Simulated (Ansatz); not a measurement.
```yaml
crystal:
  periodic: [true, true, true]
  atoms:
    - {symbol: C, position_ang: [-1.463839, -1.490590, 1.052281]}
    - {symbol: O, position_ang: [-0.589669, -0.632736, 0.408027]}
    - {symbol: Sc, position_ang: [0.636293, 0.365006, -0.590748]}
    - {symbol: N, position_ang: [0.905755, 2.253276, -0.024597]}
    - {symbol: O, position_ang: [1.630055, -0.237511, -2.065039]}
    - {symbol: H, position_ang: [-2.495315, -1.121683, 0.990236]}
    - {symbol: H, position_ang: [-1.440855, -2.495245, 0.610782]}
    - {symbol: H, position_ang: [-1.209976, -1.586357, 2.115628]}
    - {symbol: H, position_ang: [0.447431, 2.722718, 0.745712]}
    - {symbol: H, position_ang: [1.530617, 2.921316, -0.457656]}
    - {symbol: H, position_ang: [2.049512, -0.698203, -2.784625]}
basis:
  gaussian: {orbitals: def2-SVPD}
hamiltonian: {xc: {name: HSE06}}
```

```sh
$ ansatz run in.yaml --threads 2 --pin off --events-out ev --progress --plain --max-ram 22528MiB --backend cpu
```

It prints (some lines left out):

```
Error: YAML parse error: error: line 2 column 3: crystal: missing field `lattice` (a structure is typed as `lattice` and `atoms`, a molecule's as `atoms` in Å alone, or read from a run's directory, `checkpoint`)
 --> <input>:2:3
1 | crystal:
2 |   periodic: [true, true, true]
3 |   atoms:
4 |     - {symbol: C, position_ang: [-1.463839, -1.490590, 1.052281]}
```

Problem. What is wrong with this run?

Solution. The molecule is marked periodic without a cell. The program refused the input.

HSE06 is defined as in plane-wave codes.
